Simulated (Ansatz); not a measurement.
One change: `[NH2][SbH][SH]` becomes `[NH2][SbH][OH]`.

Ansatz, PBE0-D4/def2-TZVP geometries, multiplicity 1. Each molecule was computed in one conformer, which needn't be the lowest.

Elements past krypton have def2 core potentials.

```csv
property,`[NH2][SbH][SH]`
HOMO–LUMO gap (B3LYP/def2-TZVPP) / eV,5.77
HOMO energy (PBE0/def2-TZVPP) / eV,-7.05
HOMO energy (PBE/def2-TZVPP) / eV,-5.90
HOMO–LUMO gap (PBE/def2-TZVPP) / eV,4.34
size of the dipole moment (B3LYP/def2-TZVPP) / D,2.26
HOMO–LUMO gap (PBE0/def2-TZVPP) / eV,6.22
```

Problem. Give the same properties after the change, and the shifts. (Estimate.)

Solution. Computed: 
| property | `[NH2][SbH][OH]` | shift |
| --- | --- | --- |
| HOMO–LUMO gap (B3LYP/def2-TZVPP) / eV | 6.10 | 0.33 |
| HOMO energy (PBE0/def2-TZVPP) / eV | -7.14 | -0.09 |
| HOMO energy (PBE/def2-TZVPP) / eV | -5.91 | -0.01 |
| HOMO–LUMO gap (PBE/def2-TZVPP) / eV | 4.56 | 0.22 |
| size of the dipole moment (B3LYP/def2-TZVPP) / D | 2.25 | -0.01 |
| HOMO–LUMO gap (PBE0/def2-TZVPP) / eV | 6.54 | 0.32 |

With PBE0 the HOMO falls by 0.09 eV and the LUMO rises by 0.23 eV, so the gap widens by about 0.32 eV. PBE moves the HOMO by -0.01 eV and ωB97M-V by -0.17 eV. Dipoles are sizes alone; their direction can turn.

B3LYP here is the variant with VWN-RPA as its local correlation; programs differ in this.

Spin–orbit coupling is left out; it splits and shifts lone-pair levels of the heavy atoms by tenths of an eV.
